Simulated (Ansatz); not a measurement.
Br$_{2}$Ge, triplet, geometry from GFN2-xTB (the spin is typed, not shown lowest). Base run: SVWN5/3-21G (Ansatz, a quantum-chemistry and plane-wave program).

Input for Ansatz:
Ansatz 0.2 input:
```yaml
crystal:
  periodic: [false, false, false]
  atoms:
    - {symbol: Ge, position_ang: [0.01662620, 0.00626078, 1.00353305]}
    - {symbol: Br, position_ang: [1.08727208, -1.65040649, -0.46661885]}
    - {symbol: Br, position_ang: [-1.10247318, 1.64468236, -0.45089707]}
basis:
  gaussian:
    orbitals: 3-21G.json
hamiltonian:
  xc: {name: SVWN5}
magnetization: {spin_polarized: true, initial_magnetization: 2}
```
The basis file holds 3-21G in the JSON format of the Basis Set Exchange.

Each row names what was changed in the base input (with any setting that the change needs).

```tsv
change	ΔE vs base (mEh)
base	0.000
point_charge = charge:-1.0 position_ang:-4.8935, -0.602, -1.0014	0.442
point_charge = charge:1.0 position_ang:-0.668, -2.1632, -4.4711	-4.104
forces = on	0.000
lower_state_search = full	0.000
point_charge = charge:0.5 position_ang:-4.9259, 0.2103, -1.0016	-2.118
fitting.mean_field = def2-universal-JKFIT	-0.753
final_grid = 10, 20, 41	0.002
final_grid = 6, 12, 29	0.013
nuclear_model = gaussian	26.841
lower_state_search = light	0.000
```
